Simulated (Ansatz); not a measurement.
Basis sets compared for ZrSi₆⁻. Total charge -1; doublet. Geometry B3LYP-D4/def2-SVPD. Ansatz on 4 threads of Arm Neoverse V1 on a shared host; times are rough, and most runs start from earlier orbitals.

```
atom    x (Å)    y (Å)    z (Å)
 Zr1  -0.8447   0.6306  -1.3351
 Si2   0.9813  -0.7160   1.0070
 Si3   0.2126  -1.7242  -1.2479
 Si4  -1.5833  -1.3428   0.4354
 Si5   1.7325   0.5359  -1.1327
 Si6   0.6363   1.9312   0.6034
 Si7  -1.1347   0.6854   1.6699
```

In the def2 sets Zr takes a core potential, while STO-3G treats all electrons; there is no spin–orbit coupling. At HF/STO-3G the highest occupied level of the charge -1 doublet lies above zero (up to 2.15 eV). In Hartree–Fock with STO-3G the lack of diffuse functions raises the level. At HF/def2-TZVPD the charge -1 doublet is spin-contaminated (final ⟨S²⟩ up to 0.90, 0.75 for a pure state). The structure comes from a short search, and lower isomers may exist.

STO-3G and 6-31G are all-electron sets without relativity, so their totals don't compare with the def2 sets.

| level | functions | energy (Eh) | HOMO (eV) | LUMO (eV) | wall time |
| --- | --- | --- | --- | --- | --- |
| HF/STO-3G | 81 | -5216.5571 | 2.15 | 9.77 | 2.1 s |
| PBE-D4/def2-SVPD | 178 | -1782.7138 | -0.76 | -0.13 | 8.5 s |
| PBE0-D4/def2-SVPD | 178 | -1782.8134 | -1.71 | 0.58 | 13 s |

Problem. Estimate the rows for HF/def2-TZVPD, PBE-D4/def2-TZVPD (with forces), PBE0-D4/def2-TZVPD.

Solution. 
```tsv
level	functions	energy (Eh)	HOMO (eV)	LUMO (eV)	wall time
HF/def2-TZVPD	298	-1780.0699	-2.98	2.21	2.5 min
PBE-D4/def2-TZVPD (with forces)	298	-1783.3144	-0.79	-0.15	17 s
PBE0-D4/def2-TZVPD	298	-1783.4084	-1.72	0.57	29 s
```
